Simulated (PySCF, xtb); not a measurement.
C4H6OS, SMILES [C@@H]1(S)C(CC1)=O.

GFN2-xTB run with xtb at its own geometry gives an orbital gap of 2.87 eV and a dipole moment of 3.63 D.

Geometry: PBE-D3(BJ)/def2-SVP. The structure was generated by enumeration; whether it is a known compound was not checked. The values are those of a single conformer.

What does M06-2X/def2-TZVP run with PySCF give? (The exact figures need the calculation; the answer reports its results.)

gap 8.12 eV (levels -8.22 and -0.10 eV), dipole 3.18 D.
